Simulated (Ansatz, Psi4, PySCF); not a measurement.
HNaO, charge -1, doublet, at a GFN2-xTB geometry (such geometries of metal compounds can be far from the true shape) (a state made from the parent by changing its charge; the spin is typed, not shown lowest) (in this run its highest filled SCF level lies above zero, so its values depend strongly on the basis, on diffuse functions most of all), atoms displaced at random by about 0.08 Å a coordinate. Base run: PBE0/def2-SVP, gradient in PySCF.

Here is a job for PySCF.
```python
from pyscf import gto, scf, dft

mol = gto.M(
    atom='''
Na    0.034015   -0.000637   -1.196499
O    -0.010315   -0.015356    1.258455
H     0.013452   -0.078320    2.427760
''',
    basis='def2-svp',
    charge=-1,
    spin=1,
    verbose=4,
)

mf = dft.UKS(mol)
mf.xc = 'pbe0'
mf.kernel()
g = mf.nuc_grad_method()
grad = g.kernel()
```

Programs used: Ansatz (a first-principles code), Psi4, PySCF; a row that names a program was run with it.

The coordinate followed is y of atom 3.

Each row names what was changed in the base input (with any setting that the change needs).

| change | dE/dx (Eh/bohr) | net force (Eh/bohr) |
|---|---|---|
| base | -0.005258 | 0.000026 |
| grids.level = 5; grid_response = off | -0.005258 | 0.000001 |
| conv_tol = 1e-4 | -0.005258 | 0.000026 |
| density fitting = on | -0.005253 | 0.000026 |
| finite difference step (bohr) = 1e-3; conv_tol = 1e-11 | -0.005257 | - |
| code = ansatz | -0.005258 | 0.000000 |
| grids.level = 1; grid_response = on | -0.005230 | 0.000000 |
| density fitting = on; auxbasis_response = off | -0.005255 | 0.000893 |
| grids.level = 1; grid_response = off | -0.005258 | 0.000100 |
| grids.level = 0; grid_response = on | -0.005957 | 0.000000 |
| conv_tol = 1e-6 | -0.005258 | 0.000026 |
| code = psi4 | -0.005254 | 0.000053 |

The net force is zero for an exact gradient.

Open shells are given as the SCF converged; they aren't shown to be the lowest states, and a large step between rows can be another state.
